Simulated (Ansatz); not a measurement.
Input for Ansatz (a first-principles code): R-CCSD(T)/cc-pV(T+d)Z on C2H4BCl (SMILES C=CBCl), a point of a torsion scan. Files ending in .json are basis or fitting sets from the Basis Set Exchange.

Ansatz 0.2 input:
```yaml
crystal:
  periodic: [false, false, false]
  atoms:
    - {symbol: C, position_ang: [-1.19402497, 0.07824790, -0.15571281]}
    - {symbol: C, position_ang: [-0.14493126, -0.46926460, 0.44830280]}
    - {symbol: B, position_ang: [1.34439722, -0.28617133, 0.04113759]}
    - {symbol: Cl, position_ang: [1.87922107, -0.74672838, -1.49859169]}
    - {symbol: H, position_ang: [-1.08381293, 0.66696501, -1.05258382]}
    - {symbol: H, position_ang: [-2.20127375, -0.03407789, 0.21289679]}
    - {symbol: H, position_ang: [-0.32867592, -1.01349084, 1.37054879]}
    - {symbol: H, position_ang: [2.13946006, 0.10971795, 0.81044157]}
basis:
  gaussian:
    orbitals: cc-pV_T+d_Z.json
magnetization: {spin_polarized: false}
correlation: {method: ccsd_t, electrons: outside_noble_gas}
scf: {lower_state_search: off}
```

Program output:

```
WARN ansatz: RAYON_NUM_THREADS=1 ignored (pool sized by the plan → 1); use --threads N
Functional definition: HF
these checks for a lower state are left out or cut short: stability, starts, cluster_reference, orbital_swaps, neighbouring_geometries, increment
integrals: 0.65 GiB planned
1068 factors; integrals over basis functions are off by at most 9.6e-4 eV
mean field: 0.49 GiB planned
mean field evaluation 1: about -15299.0613 eV, gradient 2.7e1 eV
mean field evaluation 2: about -15299.2859 eV, gradient 2.7e1 eV
mean field evaluation 4: about -15301.3711 eV, gradient 2.8e0 eV
mean field evaluation 8: about -15301.4022 eV, gradient 1.2e-1 eV
mean field -15301.40228343 eV, -562.3161622532 hartree, gradient 1.3e-6 eV, S^2 0.000000; 0 other end points of the search recorded, 0 dependent functions left out
8 core orbitals not correlated
reference -15301.40228343 eV, -562.3161622532 hartree; 11, 11 occupied and 166, 166 virtual orbitals, 1068 factors
second order -16.57349887 eV of doubles, -0.00000000 eV of singles
coupled cluster: 1.97 GiB planned
cycle   1  -17.23832172 eV  change   -6.6e-1 eV  update   8.6e-2
cycle   2  -17.66296424 eV  change   -4.2e-1 eV  update   2.6e-2
cycle   3  -17.74372218 eV  change   -8.1e-2 eV  update   1.3e-2
cycle   4  -17.73639867 eV  change    7.3e-3 eV  update   3.7e-3
cycle   5  -17.73664369 eV  change   -2.5e-4 eV  update   1.5e-3
cycle   6  -17.73685564 eV  change   -2.1e-4 eV  update   4.7e-4
cycle   7  -17.73676676 eV  change    8.9e-5 eV  update   1.8e-4
cycle   8  -17.73678650 eV  change   -2.0e-5 eV  update   7.2e-5
cycle   9  -17.73678432 eV  change    2.2e-6 eV  update   2.2e-5
perturbative correction -0.79074133 eV, -0.0290592079 hartree
Total energy: -15319.92980908 eV, -562.9970362624 hartree
Checks for a lower state left out: stability, starts, cluster_reference, orbital_swaps, neighbouring_geometries, increment
```

The calculation finished and met its thresholds.

Cost: roughly 29 core-seconds.
